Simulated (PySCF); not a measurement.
# Small edits and their spectra

Starting compound: SMILES CO/C(C#N)=C/[SiH2]C, C5H9NOSi.

¹H NMR (400 MHz, computed): δ 4.94 (t, 1H), 4.64 (m, 2H), 3.76 (s, 3H), 0.27 (t, 3H). ¹³C{¹H} NMR (computed): δ 151.3 (C), 119.4 (C), 110.4 (CH), 55.7 (CH3), -6.6 (CH3).

How the numbers were obtained: PBE0/pcSseg-1 with gauge-including orbitals, structure optimised with GFN2-xTB, in PySCF (one averaged value for each set of equivalent atoms, single conformer, non-relativistic Hamiltonian, isolated molecule).

δ = σ(ref) − σ, references computed at the same level: ¹H (31.72 ppm) and ¹³C (186.93 ppm) against TMS. Where no couplings were computed, multiplicities follow the n + 1 count of equivalent neighbours, and m marks all less simple cases (inequivalent or close neighbours, rings, F or P nearby). Shifts are as computed. Against solution values, carbons near 30 ppm lie about +3 ppm off and those near 130 ppm about +5 ppm. Of 1309 compounds with measured shifts, 239 miss one by over three times the rms of a fit or turn the order of signals round; such compounds aren't used in these exercises. OH and NH positions are gas-phase values without hydrogen bonding to other molecules.

(1) What are the spectra after this edit: CH2 inserted into a Si-C bond, giving `CC[SiH2]/C=C(\C#N)OC`?

(2) What are the spectra after this edit: O inserted into a C-Si bond, giving `CO/C(C#N)=C/O[SiH2]C`?

(3) What are the spectra after this edit: NH inserted into a Si-C bond, giving `CN[SiH2]/C=C(/C#N)OC`?

## Answers

(1) ¹H NMR (400 MHz, computed): δ 6.06 (t, 1H), 4.45 (m, 2H), 3.99 (s, 3H), 1.10 (m, 3H), 1.04 (m, 2H). ¹³C{¹H} NMR (computed): δ 150.1 (C), 121.7 (CH), 118.1 (C), 58.2 (CH3), 11.3 (CH3), 6.7 (CH2).

(2) ¹H NMR (400 MHz, computed): δ 7.29 (s, 1H), 5.59 (q, 2H), 3.80 (s, 3H), 0.31 (t, 3H). ¹³C{¹H} NMR (computed): δ 154.3 (CH), 124.6 (C), 119.6 (C), 58.0 (CH3), -1.5 (CH3).

(3) ¹H NMR (400 MHz, computed): δ 5.97 (t, 1H), 5.12 (d, 2H), 3.98 (s, 3H), 2.82 (s, 3H), -0.43 (br s, 1H). ¹³C{¹H} NMR (computed): δ 148.7 (C), 128.5 (CH), 118.4 (C), 58.6 (CH3), 32.6 (CH3).
